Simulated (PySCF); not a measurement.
Species: C₄H₄F₂Si.
Bonds: F1–C2, C2–C3 (double), C3–Si4, Si4–C5, C5–C6 (double), C6–F7, C2–C6. Hydrogens: H8 on C3; H9, H10 on Si4; H11 on C5.

Computed by this run: PBE0-D3(BJ)/def2-SVP geometry optimisation, gas phase in PySCF 2.14.0; density fitting, grid level 1; the optimiser is geomeTRIC in internal coordinates, started from a GFN2-xTB structure with every atom displaced at random (about 0.01 Å).

Geometry at step 1:
```
atom  x, y, z in Å
F1      2.4221   -0.7317   -0.5548
C2      1.2064   -0.4587   -0.1242
C3      0.3113   -1.2920    0.4160
Si4    -1.2875   -0.3152    0.4398
C5     -0.5121    1.2501   -0.2317
C6      0.7705    0.9312   -0.4367
F7      1.6922    1.7113   -0.9659
H8      0.5482   -2.3282    0.6612
H9     -2.2820   -0.8840   -0.5247
H10    -1.9248   -0.1512    1.7738
H11    -0.9115    2.2374   -0.4673
```

**Question.** Give the atomic forces at this geometry.

**Answer.** 
```csv
atom,Fx (eV/Å),Fy (eV/Å),Fz (eV/Å)
F1,0.301,-0.318,0.373
C2,-0.118,0.501,-0.617
C3,0.009,-0.080,0.169
Si4,-0.076,0.041,-0.030
C5,-0.055,-0.014,0.150
C6,-0.104,-0.206,-0.178
F7,0.145,0.158,0.025
H8,-0.068,-0.008,-0.083
H9,0.025,-0.011,0.091
H10,-0.027,-0.023,0.074
H11,-0.031,-0.039,0.025
```

The largest, 0.80 eV/Å, acts on C2; the rms over all components is 0.191 eV/Å. The forces sum to zero within rounding, as they must for an isolated molecule in no field.

**Question.** Give the force on C2 in Eh/bohr and in nN.

**Answer.** 0.803 eV/Å ÷ 51.422 = 0.01562 Eh/bohr, and 0.803 eV/Å × 1.602 = 1.29 nN.

**Question.** How far is this geometry from the end of the optimisation?

**Answer.** 0.058 eV above it, and 0.096 Å rms away after alignment. The bonds farthest from their final lengths, with half the difference of the two atoms' forces along the bond (positive lengthens):

```json
{"bond": "Si4–H9", "now (Å)": "1.498", "final (Å)": "1.492", "force along bond (eV/Å)": "-0.06"}
{"bond": "Si4–H10", "now (Å)": "1.487", "final (Å)": "1.493", "force along bond (eV/Å)": "+0.03"}
{"bond": "C2–C6", "now (Å)": "1.490", "final (Å)": "1.486", "force along bond (eV/Å)": "-0.38"}
{"bond": "C2=C3", "now (Å)": "1.337", "final (Å)": "1.341", "force along bond (eV/Å)": "+0.30"}
{"bond": "F1–C2", "now (Å)": "1.318", "final (Å)": "1.322", "force along bond (eV/Å)": "+0.12"}
{"bond": "C6–F7", "now (Å)": "1.318", "final (Å)": "1.321", "force along bond (eV/Å)": "+0.15"}
```

The angle farthest from its final value is C3–Si4–H10, 115.8° against 112.8°.

The cost below is that of the whole optimisation. On one thread, Arm Neoverse V1 (aarch64) (shared host), this took 57 s and 0.51 GiB of memory at its peak.
